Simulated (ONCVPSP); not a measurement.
**Te (Z = 52), ONCV: configuration errors across variants**

* Element: Te (Z = 52)
* Generator: ONCVPSP 4.0.1
* Type: optimised norm-conserving Vanderbilt (ONCV)
* Functional: PBE
* Relativity: fully relativistic
* Frozen core: [Ar] 3d10
* Valence charge: 24
* Reference configuration: 4s2 4p6 4d10 5s1.75 5p4.25
* Partial waves: 4s+5s: rc 1.25 bohr, ncon 4, nbas 7, qcut 8.1 1/bohr, 2 projectors; 4p+5p: rc 1.20 bohr, ncon 4, nbas 7, qcut 10.1 1/bohr, 2 projectors; 4d: rc 1.05 bohr, ncon 4, nbas 8, qcut 8.7 1/bohr, 2 projectors, debl 2.7 Ha; f scattering state at 0.44 Ha: rc 1.05 bohr, ncon 5, nbas 8, qcut 9.5 1/bohr, 2 projectors, debl 0.6 Ha
* Local potential: polynomial inside 1.05 bohr (lpopt 5, dvloc0 -1 Ha)
* Core correction: none

Open shells are filled in proportion to 2j + 1.

All-electron excitation energies from the reference (eV): (1) 4s2 4p6 4d10 5s2 5p4 -2.286; (2) 4s2 4p6 4d10 5s2 5p3 7.463; (3) 4s2 4p6 4d10 5s2 5p2 25.412; (4) 4s2 4p6 4d9 5s2 5p5 35.909.

3 further variants failed, have other tests or another functional or relativity, and are left out.

Errors AE − PS in meV (a dash: test not solved or not reliable):

```tsv
change	(1)	(2)	(3)	(4)	bound ghosts	GHOST(+) flags above zero
base	0.0	+0.9	+2.2	+17	none	f7/2, d3/2, f5/2
f: debl 1	0.0	+0.9	+2.2	+17	none	f7/2, d3/2, f5/2
local potential polynomial inside 1.05 bohr (lpopt 5, dvloc0 6 Ha)	+0.1	+0.9	+2.1	+13	none	f7/2, f5/2
s: rc 1.82	+0.1	+1.0	+2.7	+20	none	f7/2, d3/2, f5/2
local potential polynomial inside 0.85 bohr (lpopt 5, dvloc0 0 Ha)	0.0	+0.9	+2.2	+14	none	s, f7/2, f5/2
p: rc 1.72	-0.1	+0.1	+0.4	+21	none	f7/2, d3/2, f5/2
p: ncon 5, nbas 8	0.0	+0.9	+2.3	+16	none	f7/2, d3/2, f5/2
```

**Question.** Give the same row for: core correction Teter function, fcfact 4.25, rcfact 1.45.

**Answer.** -0.1, +0.7, +1.9, +17; bound ghosts: none; GHOST(+) flags above zero: f7/2, d3/2, f5/2.
